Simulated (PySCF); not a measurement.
C6H10FN.
SMILES: `CC[C@@H](C)[C@@H](F)C#N`

Jobs on this species (18 atoms, 62 electrons) with PySCF (density fitting). Hardware of each: one thread, Arm Neoverse V1 (aarch64), no GPU (shared host). Other jobs ran on the host; a repeat could differ by tens of per cent or more. Peak memory is the resident size of the whole Python process, interpreter and libraries included.

```tsv
level and settings	work	basis functions	SCF cycles	wall time	peak memory
LC-wPBE/pcSseg-1	shieldings, charges and field gradients	186	?	?	?
wB97X/cc-pVDZ, grid level 4, fitting basis def2-universal-jkfit	shieldings	162	?	?	?
PBE0/STO-3G	shieldings	50	13	4.7 s	0.44 GiB
HCTH407/def2-SVP, damping 0.1 at the start, DIIS from the seventh cycle	spin–spin couplings from 18 perturbed nuclei, spin–dipole term for 2 of them	162	23	50 s	0.54 GiB
PBE0/pcSseg-1	shieldings, charges and field gradients	186	14	25 s	0.84 GiB
PBE0/def2-SVP, IEF-PCM benzene, level shift 0.1 Eh	shieldings	162	10	21 s	0.96 GiB
B97-2/pcSseg-1, IEF-PCM dichloromethane	shieldings	186	14	24 s	0.94 GiB
BLYP/6-31++G**, damping 0.1 at the start, DIIS from the seventh cycle	shieldings	204	28	83 s	0.74 GiB
PBE0/def2-SVPD	6 singlets by full TDDFT, 2 Tamm–Dancoff triplets, polarisability	243	15	47 s	1.1 GiB
```

Question: Fill in the missing figures.

Answer: 
- LC-wPBE/pcSseg-1; shieldings, charges and field gradients: 46 s, 0.90 GiB, 13 SCF cycles
- wB97X/cc-pVDZ, grid level 4, fitting basis def2-universal-jkfit; shieldings: 51 s, 0.91 GiB, 10 SCF cycles

Question: What do all jobs in the table cost together?

Answer: About 5.9 min; the longest takes about 24 % of that, and about 18 times as long as the shortest.
